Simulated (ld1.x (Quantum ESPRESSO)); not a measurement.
# Configuration tests for Hf (Z = 72) (PAW)

| Item | Value |
| --- | --- |
| Element | Hf |
| Generator | ld1.x (Quantum ESPRESSO) 7.5 |
| Type | PAW |
| Functional | PBE |
| Relativity | fully relativistic |
| Frozen core | [Kr] 4d10 4f14 5s2 |
| Valence charge | 10 |
| Reference configuration | 5p6 5d2.5 6s1.5 6p0 |
| Partial waves | 6s (bound): rcut 2.75, rcutus 3.10 bohr; 6s channel at 0.4 Ry: rcut 2.75, rcutus 3.10 bohr; 5p (bound): rcut 1.75, rcutus 2.40 bohr; 6p (bound, empty): rcut 1.75, rcutus 2.40 bohr; 5d (bound): rcut 1.60, rcutus 1.80 bohr; 5d channel at 0.25 Ry: rcut 1.60, rcutus 1.80 bohr; 5f channel at 0.05 Ry: rcut 2.20, rcutus 2.80 bohr |
| Local potential | all-electron potential smoothed inside 2.05 bohr (lloc = -1) |
| Core correction | Bessel-smoothed model core, default radius (core density twice the valence density) |
| Augmentation charge | BESSEL, radius 1.70 bohr |

Open shells are filled in proportion to 2j + 1 (rel_dist='average').

Energies are relative to the spin-unpolarised reference configuration 5p6 5d2.5 6s1.5 6p0; without spin polarisation the order of configurations can differ from experiment.

```
valence configuration  charge  ΔE all-electron (eV)  error AE − PS (meV)
      5p6 5d2 6s2 6p0       0                -1.253                 -3.1
      5p6 5d2 6s1 6p0      +1                 6.726                 -7.3
      5p6 5d2 6s0 6p0      +2                20.906                  -75
      5p5 5d2 6s2 6p0      +1                40.206                 -296
      5p6 5d2 6s1 6p1       0                 2.545                 -1.9
```

(1) What are ΔE and the potential's error for 5p6 5d2 6s0 6p2?

(2) What are ΔE and the potential's error for 5p6 5d1 6s2 6p0?

The ghost test of this file was not conclusive.

## Answers

(1) ΔE = 6.548 eV all-electron; the error (AE − PS) is -57 meV.

(2) ΔE = 5.247 eV all-electron; the error (AE − PS) is -27 meV.

These tests converged, but a pseudo level misses the all-electron one widely, so the file describes the atom poorly there or has found another state: 5p5 5d2 6s2 6p0: empty 6p by 2.3 eV (a node warning on the way).
